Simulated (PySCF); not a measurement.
How methods differ on the excitation energy of C

C [He] 2s2 2p2 (3P) → C [He] 2s1 2p2 3s1 (5P), as a difference of total energies. Calculation: PySCF 2.14, in dyall-acv3z (15s9p4d2f, 76 functions); the spin-free X2C one-electron Hamiltonian (Gaussian nucleus). Correlated levels: valence: 1s2 frozen; valence and next inner shell: nothing frozen; virtual orbitals above 40 to 60 times the deepest correlated orbital energy dropped. The calculations carry no spin-orbit coupling.

| method | excitation energy (cm⁻¹) |
| --- | --- |
| UHF | 88443 |
| LDA | 102690 |
| PBE | 101700 |
| PBE0 | 101210 |
| r2SCAN | 99727 |
| HSE06 | 101130 |
| BLYP | 106030 |
| B97-3 | 104370 |
| M06 | 103870 |
| MP2 (valence) | 100220 |
| SCS-MP2 (valence) | 103130 |
| MP2 (valence and next inner shell) | 100460 |
| SCS-MP2 (valence and next inner shell) | 103330 |

The upper state lies above the first ionisation limit, but in LS coupling its spin forbids autoionisation to the ground ion. A Rydberg-like electron needs more diffuse functions than a valence basis has.

The promoted electron is Rydberg-like, and one or two diffuse shells describe it only roughly, which tends to raise the upper state.
